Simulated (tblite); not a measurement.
Species: C4H2F3O2P.
Numbering: `[CH:1]#[C:2][P@@:3](=[O:4])([OH:5])[C:6]([F:7])=[C:8]([F:9])[F:10]` (hydrogens: H11 on C1; H12 on O5)

The geometry is computed with GFN2-xTB (gas phase).

(1) What internal coordinates does the optimisation give?

Results:

(1) 
```
  bond  length (Å)   order
 C1≡C2       1.200  triple
 C2–P3       1.766  single
 P3=O4       1.459  double
 P3–O5       1.594  single
 P3–C6       1.841  single
 C6–F7       1.335  single
 C6=C8       1.323  double
 C8–F9       1.326  single
C8–F10       1.318  single
C1–H11       1.052  single
O5–H12       0.961  single
```

Orders are formal, as drawn. A selection of angles:
```
    angle  degrees
 C1–C2–P3    177.2
 C2–P3–O4    117.9
 C2–P3–O5    104.5
 C2–P3–C6    101.7
 O4–P3–O5    113.5
 O4–P3–C6    113.8
 O5–P3–C6    103.7
 P3–C6–F7    119.3
 P3–C6–C8    118.4
 F7–C6–C8    122.1
 C6–C8–F9    120.0
C6–C8–F10    128.9
F9–C8–F10    111.1
H12–O5–P3    109.5
```

Torsions: C2–P3–C6–F7 19° (synperiplanar); P3–C6–C8–F9 4° (synperiplanar); H12–O5–P3–C2 -135° (anticlinal).

The O–P distances run from 1.459 Å (P3=O4, drawn double) to 1.594 Å (P3–O5, drawn single), a spread of 0.135 Å. The 2 C–P bonds span 1.766 Å (C2–P3, drawn single) to 1.841 Å (P3–C6, drawn single), a spread of 0.075 Å. The C–C distances run from 1.200 Å (C1≡C2, drawn triple) to 1.323 Å (C6=C8, drawn double), a spread of 0.123 Å. Of the pairs four or more bonds apart, O5···F9 is among the closest relative to their van der Waals radii: 2.87 Å, 96 % of the sum of Bondi's values. P3 (phosphoryl phosphorus) is distorted tetrahedral (angles from 101.7° to 117.9°). O5 (hydroxyl oxygen) is bent (angle 109.5°).

Point group: C1 (no symmetry element, even within 0.4 Å). Its GFN2-xTB frequencies are all real (lowest 38 cm⁻¹). One conformer, not necessarily the lowest (C2–P3–O5–H -135°, C2–P3–C6–F7 19°).
